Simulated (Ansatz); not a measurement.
Basis sets compared for `Sc1sc(-c2sc(-c3sc(S)c4c3OCCO4)c3c2OCCO3)c2c1OCCO2`. Charge 0, multiplicity 1. Geometry PBE-D4/def2-SVP. Ansatz on 2 threads of AMD EPYC 7R13 on a shared host and a share (18 GiB) of an NVIDIA H100 80GB HBM3; times are rough, and most runs start from earlier orbitals.

Cartesian coordinates in Å:
```
S -5.529 4.187 0.694
C -4.158 3.095 0.729
S -3.595 2.275 -0.719
C -2.241 1.538 0.126
C -1.283 0.693 -0.526
S 0.110 0.016 0.315
C 0.701 -0.779 -1.142
C 1.883 -1.591 -1.151
S 2.443 -2.445 -2.582
C 3.809 -3.146 -1.729
S 4.897 -4.280 -2.507
C 3.821 -2.733 -0.400
C 2.741 -1.857 -0.081
O 2.557 -1.332 1.169
C 3.296 -2.050 2.161
C 4.725 -2.297 1.692
O 4.755 -3.109 0.515
C -0.157 -0.514 -2.211
C -1.266 0.304 -1.867
O -2.220 0.676 -2.770
C -1.794 0.467 -4.120
C -1.136 -0.899 -4.280
O 0.042 -0.997 -3.473
C -2.257 1.928 1.468
C -3.330 2.806 1.809
O -3.506 3.293 3.067
C -2.726 2.591 4.040
C -1.308 2.343 3.541
O -1.321 1.515 2.376
H -6.511 3.290 1.028
H 5.845 -3.388 -2.938
H 3.285 -1.429 3.078
H 2.795 -3.021 2.378
H 5.226 -1.321 1.492
H 5.304 -2.839 2.465
H -1.078 1.268 -4.418
H -2.698 0.544 -4.754
H -1.856 -1.700 -3.994
H -0.818 -1.063 -5.327
H -3.212 1.618 4.283
H -2.717 3.220 4.951
H -0.811 3.314 3.310
H -0.710 1.809 4.305
```

Single mean-field runs in def2-SVP, def2-TZVP are fitted with def2-universal-jkfit.

Binding counts from free atoms (S triplet, C triplet, O triplet, H doublet) in the same basis, without a counterpoise term.

| level | functions | energy (Eh) | HOMO (eV) | LUMO (eV) | binding per atom (eV) | wall time |
| --- | --- | --- | --- | --- | --- | --- |
| PBE-D4/def2-SVP | 496 | -3133.0342 | -4.07 | -2.10 | 5.09 | 11 s |
| PBE0-D4/def2-SVP | 496 | -3133.2157 | -4.98 | -1.63 | 4.92 | 11 s |

Estimate the rows for PBE-D4/def2-TZVP (with forces), PBE0-D4/def2-TZVP.


| level | functions | energy (Eh) | HOMO (eV) | LUMO (eV) | binding per atom (eV) | wall time |
| --- | --- | --- | --- | --- | --- | --- |
| PBE-D4/def2-TZVP (with forces) | 1013 | -3134.9866 | -4.19 | -2.24 | 5.01 | 14 s |
| PBE0-D4/def2-TZVP | 1013 | -3135.1598 | -5.01 | -1.70 | 4.85 | 13 s |
